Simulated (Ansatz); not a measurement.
Start from `[O]1[SiH2][GeH2]1` and change one atom or group to get `F[SiH]1[O][GeH2]1`.

Ansatz, PBE0-D4/def2-TZVP geometries, multiplicity 1. 

Scalar relativity is left out up to krypton.

```json
{"property": "HOMO–LUMO gap (PBE/def2-TZVPP) / eV", "`[O]1[SiH2][GeH2]1`": "4.05"}
{"property": "LUMO energy (PBE/def2-TZVPP) / eV", "`[O]1[SiH2][GeH2]1`": "-1.91"}
{"property": "LUMO energy (ωB97M-V/def2-TZVPP) / eV", "`[O]1[SiH2][GeH2]1`": "0.69"}
{"property": "size of the dipole moment (ωB97M-V/def2-TZVPP) / D", "`[O]1[SiH2][GeH2]1`": "1.76"}
{"property": "size of the dipole moment (PBE/def2-TZVPP) / D", "`[O]1[SiH2][GeH2]1`": "1.49"}
{"property": "HOMO–LUMO gap (ωB97M-V/def2-TZVPP) / eV", "`[O]1[SiH2][GeH2]1`": "9.75"}
```

**Question.** What does the change do to each property? (Best estimate.)

**Answer.** The calculation gave: 
```csv
property,`F[SiH]1[O][GeH2]1`,shift
HOMO–LUMO gap (PBE/def2-TZVPP) / eV,4.12,0.07
LUMO energy (PBE/def2-TZVPP) / eV,-2.02,-0.11
LUMO energy (ωB97M-V/def2-TZVPP) / eV,0.64,-0.05
size of the dipole moment (ωB97M-V/def2-TZVPP) / D,2.12,0.36
size of the dipole moment (PBE/def2-TZVPP) / D,1.83,0.34
HOMO–LUMO gap (ωB97M-V/def2-TZVPP) / eV,9.95,0.20
```

With PBE0 the HOMO falls by 0.25 eV and the LUMO falls by 0.12 eV, so the gap widens by about 0.13 eV. PBE moves the HOMO by -0.19 eV and ωB97M-V by -0.25 eV. Dipoles are sizes alone; their direction can turn.
